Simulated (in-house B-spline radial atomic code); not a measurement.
What moves the levels of Pd ([Kr] 4d10)? Method: Dirac-Hartree-Fock, average of configuration, Fermi nucleus of rms radius 4.5318 fm. Calculated with a radial B-spline atomic code at the basis-set limit.

Baseline run (computed): total energy -5044.4006 hartree, 1s1/2 at -900.0979 hartree, 4d5/2 at -8.702 eV with <r> = 1.565 bohr.

Scaling the speed of light c (a factor of 100 is close to the non-relativistic limit):

| c/c0 | ΔE (hartree) | 4d5/2 level (eV) | 4d5/2 <r> (bohr) |
| --- | --- | --- | --- |
| 0.9 | -26.81 | -8.60418 | 1.573 |
| 0.98 | -4.6585 | -8.68467 | 1.566 |
| 1.02 | 4.3665 | -8.71844 | 1.564 |
| 3 | 95.263 | -9.09222 | 1.536 |
| 100 | 106.52 | -9.14314 | 1.533 |

Changing the nucleus:

| nucleus | ΔE (eV) |
| --- | --- |
| Gaussian nucleus of rms radius 4.5318 fm | -0.00741 |
| uniform spherical nucleus of rms radius 4.5318 fm | 0.00296 |
| Gaussian nucleus of rms radius 0.01 fm | -2.64 |
| Fermi nucleus of rms radius 4.4412 fm | -0.0984 |
| Fermi nucleus of rms radius 4.6224 fm | 0.1 |

A larger nucleus binds the electrons less, roughly as the density at the nucleus times the change of the nuclear <r²>. At equal rms radius the shape enters only through higher moments. A radius of 0.01 fm is nearly a point.

Problem. The nuclear charge is raised by 0.1. What does the Hellmann-Feynman theorem predict for the energy, and what is found?

Solution. dE/dZ ≈ -Σ<1/r>, which is -265.958 at the start and -266.768 at the end; their mean times 0.1 is -26.636 hartree, and the two runs differ by -26.636 hartree.
